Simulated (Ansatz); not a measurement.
Species: sum formula SiN2H3Cl2, charge 0, multiplicity 2. It need not be the lowest isomer of its formula. 
Coordinates optimised at B3LYP-D3(BJ)/def2-TZVP (Ansatz, an electronic-structure program):
```xyz
8

Si    -0.0119    -0.3768    -0.0062
Cl     0.1862     0.9119    -1.6098
Cl    -0.0613     0.7863     1.6904
N      1.3423    -1.4349    -0.1777
N     -1.4015    -1.3306     0.0006
H      2.2246    -1.0997     0.2112
H     -1.4810    -2.1331    -0.6032
H     -2.2864    -1.0023     0.3488
```
Charge 0, spin multiplicity 2.

Total electronic energies in hartree. Cores are frozen in the correlated levels unless marked. Open shells are spin-unrestricted. No spin-orbit coupling. Non-relativistic. CBS marks a two-point X^-3 extrapolation of the correlation energy; Hartree-Fock from the larger set. The bracket is a focal-point correction in the basis named.

```
level                                                                 program  energy (Eh)
-------------------------------------------------------------  --------------  -----------
RI-HF/cc-pV(T+d)Z                                                      Ansatz  -1318.81689
RI-HF/cc-pV(Q+d)Z                                                      Ansatz  -1318.83622
BLYP-D3(BJ)/def2-TZVPD                                         Ansatz + dftd3          ___
revPBE-D4/def2-TZVPD                                           Ansatz + dftd4          ___
r2SCAN/def2-TZVPD                                                      Ansatz  -1321.25491
B3LYP-D3(BJ)/def2-TZVPD                                        Ansatz + dftd3  -1321.45813
PBE0/def2-SVP                                                          Ansatz  -1320.28064
r2SCANh/def2-TZVPD                                                     Ansatz  -1321.24466
HSE06-D3(BJ)/def2-TZVPD                                        Ansatz + dftd3  -1320.82452
wB97X-V/def2-TZVPD                                                     Ansatz  -1321.17554
B2GP-PLYP-D3(BJ)/def2-TZVPD                                    Ansatz + dftd3  -1320.78281
B2GP-PLYP/def2-TZVPD                                                   Ansatz  -1320.77504
B2PLYP-D4/def2-TZVPD                                           Ansatz + dftd4  -1320.93519
B2PLYP/def2-TZVPD                                                      Ansatz  -1320.92862
RPA@PBE/cc-pV(T+d)Z                                                    Ansatz  -1320.18956
RI-MP2/cc-pV(Q+d)Z                                                     Ansatz  -1319.78417
SCS-MP2/STO-3G                                                         Ansatz  -1304.21642
SCS-MP2/cc-pV(T+d)Z                                                    Ansatz  -1319.67325
CCSD(T)/STO-3G                                                         Ansatz  -1304.24233
CCSD(T)/6-31G                                                          Ansatz  -1318.83222
CCSD(T)/cc-pV(D+d)Z                                                    Ansatz  -1319.46225
RI-MP2/CBS(cc-pV(T+d)Z,cc-pV(Q+d)Z)+[CCSD(T)-MP2]/cc-pV(D+d)Z          Ansatz   -1319.9118
RI-MP2/CBS(cc-pV(T+d)Z,cc-pV(Q+d)Z)+[CCSD(T)-MP2]/cc-pV(T+d)Z          Ansatz   -1319.9324
```

**Question.** Some entries are withheld; supply them.

**Answer.** 
- BLYP-D3(BJ)/def2-TZVPD, energy (Eh): -1321.37018
- revPBE-D4/def2-TZVPD, energy (Eh): -1321.15174
